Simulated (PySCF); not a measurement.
# Computed properties of Ge(H)(F)2(Et) (C2H6F2Ge), SMILES C[CH2][GeH]([F])[F]

Ge(H)(F)2(Et) (C2H6F2Ge), SMILES C[CH2][GeH]([F])[F]. Coordinates come from a ωB97X-D3(BJ)/def2-SVP optimisation. The values are those of a single conformer. All values are computed for the isolated molecule unless a solvent is named; none is compared with measurement here.

**Structure.** The optimised structure has Cs symmetry. All 27 harmonic modes at ωB97X-D3(BJ)/def2-SVP (PySCF) are real, so it is a minimum. With heavy atoms numbered as in [GeH:1]([F:2])([F:3])[CH2:4][CH3:5], the shortest bond between them is C4–C5 at 1.533 Å and the longest Ge1–C4 at 1.927 Å.

**Vibrations.** The strongest infrared lines (harmonic, unscaled, degenerate partners summed) lie at 2237 cm⁻¹ (133 km/mol, H 99 %), 724 cm⁻¹ (111 km/mol, F 69 %, Ge 22 %), 742 cm⁻¹ (81 km/mol, H 83 %, F 13 %). The softest mode is at 46 cm⁻¹ and the zero-point energy is 49.6 kcal/mol.

**Electronic structure.** r2SCAN/def2-TZVP (PySCF) places the frontier levels at -7.86 and 0.06 eV, a gap of 7.92 eV, and gives a dipole moment of 3.12 D and a mean polarisability of 51.7 bohr³. PBE/def2-TZVP (PySCF) at the same geometry gives -7.55 and -0.41 eV, so its gap is 0.78 eV narrower. An orbital gap is neither the optical nor the fundamental gap.

**Excitations.** TDDFT-CAM-B3LYP/def2-SVPD (PySCF) has S1 at 8.02 eV (155 nm, f = 0.002, dark); the most intense of the 10 singlets computed lies at 9.20 eV (f = 0.43). T1 (TDA) is at 7.63 eV. TDDFT-PBE/def2-SVPD (PySCF) puts S1 at 7.16 eV. No vertical singlet excitation falls in the visible range (under 3.1 eV).

**NMR.** GIAO shifts at KT2/pcSseg-1 (PySCF) (non-relativistic, atoms alike by connectivity averaged): ¹³C from 9.7 to 19.2 ppm against TMS; ¹H from 1.5 to 6.3 ppm against TMS; ¹⁹F at -200.2 ppm against CFCl3.
